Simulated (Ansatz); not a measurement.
Te₄As⁺ (the lowest singlet isomer of a short search). Charge 1, multiplicity 1. Geometry PBE-D4/def2-SVP, basis def2-TZVP, Ansatz.

Cartesian coordinates in Å:
```
As -0.5935 0.6907 -1.3842
Te 1.7401 -0.5919 -1.3073
Te -2.3335 -0.7898 -0.0378
Te -0.6669 0.9721 1.2970
Te 1.8539 -0.2810 1.4323
```

| run | HOMO (eV) | LUMO (eV) |
| --- | --- | --- |
| A | -10.07 | -7.74 |
| B | -9.22 | -8.27 |
| C | -9.71 | -8.09 |
| D | -9.44 | -8.32 |
| E | -10.79 | -7.00 |

In the def2 sets Te takes a core potential; there is no spin–orbit coupling. HSE06 is defined as in plane-wave codes, on full-range PBE exchange. The structure comes from a short search, and lower isomers may exist.

Q: The runs used BHLYP, HSE06, PBE, PBE0, r2SCAN. Estimate which is which.

A: A PBE0 (25 % exact exchange); B PBE (0 % exact exchange); C HSE06 (range-separated); D r2SCAN (0 % exact exchange); E BHLYP (50 % exact exchange). Exact exchange lowers occupied and raises empty levels; among semilocal functionals meta-GGAs tend to open the gap a little, and such runs are hard to tell apart. The gap grows from 0.95 eV (PBE) to 3.79 eV (BHLYP).
